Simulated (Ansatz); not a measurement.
Consider the redistribution: `CO[SiH2][O][GeH3]` + `[InH3]` → `[SiH3][O][GeH3]` + `C[O][InH2]`.

Gas-phase electronic energies from Ansatz, PBE0-D4/def2-TZVP geometries. CCSD(T)/CBS adds triple-zeta CCSD(T) − MP2 to the extrapolated MP2 energy (def2 sets, frozen cores). Functionals use def2-TZVPP. def2 core potentials past Kr. For Ge, In outer-core shells are correlated without core-valence functions, which leaves a few kJ/mol of doubt a bond. Scalar relativity is left out up to krypton. Each species was taken in one conformer, which may not be the lowest.

CCSD(T)/CBS gives +67.4 kJ/mol.

Question: Another level gave +59.9 kJ/mol. Which?
A. PBE/def2-TZVPP
B. SCS-MP2/def2-TZVPP
C. HF/def2-TZVPP
D. CCSD/def2-TZVPP

Answer: A. PBE 59.9, SCS-MP2/def2-TZVPP 71.8, CCSD/def2-TZVPP 77.6, HF/def2-TZVPP 91.1 kJ/mol.

Largest T1 diagnostic among the species: 0.017.

The D4 term adds +4.3 kJ/mol with B3LYP and +2.6 kJ/mol with PBE0; it sums over pairs of atoms, weighted by their polarisabilities, and B3LYP, whose exchange is more repulsive, gets the larger term. In def2-TZVPP, CCSD(T) changes the Hartree–Fock value by −17.4 kJ/mol (the triples alone add −3.8 kJ/mol) and MP2 by −19.2 kJ/mol.

B3LYP here is the variant with VWN-RPA as its local correlation; programs differ in this.
